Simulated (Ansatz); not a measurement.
The same molecule with X = O, S, Se. Ansatz, PBE0-D4/def2-TZVP geometries, multiplicity 1. Each molecule was computed in one conformer, which needn't be the lowest.

Elements past krypton have def2 core potentials. Scalar relativity is left out up to krypton.

```tsv
X	molecule	mean X–H bond length / Å	mean X–In bond length / Å	HOMO–LUMO gap (ωB97M-V/def2-TZVPP) / eV	size of the dipole moment (PBE/def2-TZVPP) / D	HOMO energy (PBE/def2-TZVPP) / eV
S	`[F][In-]([F])([F])[SH2+]`	1.347	2.676	11.92	4.65	-8.26
Se	`[F][In-]([F])([F])[SeH2+]`	1.471	2.784	11.50	5.17	-8.01
```

Q: Give the row for X = O, `[OH2+][In-]([F])([F])[F]`. (An estimate is asked.)

A: Ansatz gave: 
```tsv
X	molecule	mean X–H bond length / Å	mean X–In bond length / Å	HOMO–LUMO gap (ωB97M-V/def2-TZVPP) / eV	size of the dipole moment (PBE/def2-TZVPP) / D	HOMO energy (PBE/def2-TZVPP) / eV
O	`[OH2+][In-]([F])([F])[F]`	0.966	2.260	12.64	4.17	-8.45
```

From O to Se the mean X–H bond length rises at each step, by 0.505 Å in all; the mean X–In bond length rises at each step, by 0.524 Å in all; the HOMO–LUMO gap (ωB97M-V/def2-TZVPP) falls at each step, by 1.14 eV in all; the HOMO energy (PBE/def2-TZVPP) rises at each step, by 0.44 eV in all. Bonds lengthen as the atom grows down the group. Dipoles are sizes alone, and their direction can turn along the series.

Spin–orbit coupling is left out; it splits and shifts lone-pair levels of the heavy atoms by tenths of an eV.
